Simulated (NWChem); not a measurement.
**Electron attachment to HCl$_{2}$Si**

```xyz
4

Cl     0.3389    -0.1685     1.6931
Si    -0.6791     0.4269     0.0000
Cl     0.3389    -0.1685    -1.6931
H     -2.0155    -0.2495     0.0000
```
Charge 0, spin multiplicity 2.

Program: NWChem. The geometry was optimised at UPBE0/def2-SVP, a minimum by its harmonic frequencies.

Basis set: def2-SVPD. The species with one electron more has spin multiplicity 1 and keeps the geometry of the parent. Δ marks differences of total energies (open shells unrestricted). −ε marks an orbital energy of the parent. That orbital need not have the symmetry of the hole or added electron in the Δ rows. The basis adds only a small set of diffuse functions.

B3LYP has NWChem's definition, with VWN1-RPA local correlation. The structure started from a generated list of species. The unpaired electrons of the parent sit in orbitals of symmetry a' (Cs labels of the run); other states weren't searched. No SCF solution was tested for a lower state.

Q: One of these methods gave a vertical electron affinity of 4.52 eV. Which?
(A) −ε(beta LUMO) of PBE
(B) −ε(beta LUMO) of LDA (SVWN5)
(C) ΔLDA (SVWN5)
(D) −ε(beta LUMO) of B3LYP

A: B, −ε(beta LUMO) of LDA (SVWN5). The others give 3.65 (−ε(beta LUMO) of B3LYP), 4.14 (−ε(beta LUMO) of PBE), 1.60 (ΔLDA (SVWN5)).
